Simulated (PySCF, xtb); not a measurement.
ClH2Si, SMILES [SiH2]Cl (connectivity only; charge and spin as stated), charge +1, multiplicity 1.

Coordinates come from a PBE-D3(BJ)/def2-TZVP optimisation. The multiplicity is an assumed one; other spin states were not compared. The isomer is the one that the SMILES or the coordinates give; other isomers of the formula were not compared.

Computed with PySCF with C-PCM-PBE0/def2-TZVPD.

The values are the electrostatic part of the solvation free energy, E(continuum) − E(gas) at the gas-phase geometry, in a cavity of scaled van der Waals radii (PySCF's table); cavitation and dispersion terms are not included. In vacuum the orbital gap is 6.40 eV.

```json
[
 {"solvent": "water", "ε": "78.36", "ΔG(elec) (kcal/mol)": "-62.1", "gap (eV)": "6.61"},
 {"solvent": "n-hexane", "ε": "1.88", "ΔG(elec) (kcal/mol)": "-29.3", "gap (eV)": "6.49"},
 {"solvent": "ethylethanoate", "ε": "5.99", "ΔG(elec) (kcal/mol)": "-52.3", "gap (eV)": "6.57"}
]
```

For comparison, GFN2-xTB/ALPB(water) (xtb, at the GFN2-xTB geometry, all terms of that model) gives -54.6 kcal/mol.
